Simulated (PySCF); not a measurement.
PySCF 2.14 output of an unrestricted r2SCAN0 calculation on a single atom or ion in aug-cc-pwCVDZ-PP with ECP28MDF, with a scalar-relativistic core potential:

```
SCF conv_tol = 1e-09
number electrons alpha = 11  beta = 10
    M. Bursch, H. Neugebauer, S. Ehlert, and S. Grimme.,  J. Chem. Phys. 156, 134105 (2022)
cycle= 1 E= -189.978831013216  delta_E= -0.00541  |g|= 0.0223  |ddm|= 1.05
cycle= 2 E= -189.978901592636  delta_E= -7.06e-05  |g|= 0.0165  |ddm|= 0.176
cycle= 3 E= -189.978964219523  delta_E= -6.26e-05  |g|= 0.00174  |ddm|= 0.0502
cycle= 4 E= -189.978965218983  delta_E= -9.99e-07  |g|= 8.95e-05  |ddm|= 0.00798
cycle= 5 E= -189.97896523083  delta_E= -1.18e-08  |g|= 5.73e-06  |ddm|= 0.000906
cycle= 6 E= -189.978965230891  delta_E= -6.08e-11  |g|= 7.82e-07  |ddm|= 5.04e-05
converged SCF energy = -189.978965230891  <S^2> = 0.75020067  2S+1 = 2.0002007
```

The run itself started from symmetry-adapted Hartree-Fock orbitals and held the occupation by maximum overlap, on a logarithmic radial grid, so the iterations belong to that start.

Problem. Which element, charge and spin multiplicity is this?

Solution. In (indium, neutral), multiplicity 2; the state was [Kr] 4d10 5s2 5d1, 2D determinant (an excited configuration).

Energies and moments cover only the electrons outside the core potential. The outer electron is Rydberg-like, and this basis confines it to a smaller radius and binds it less than a complete one would.
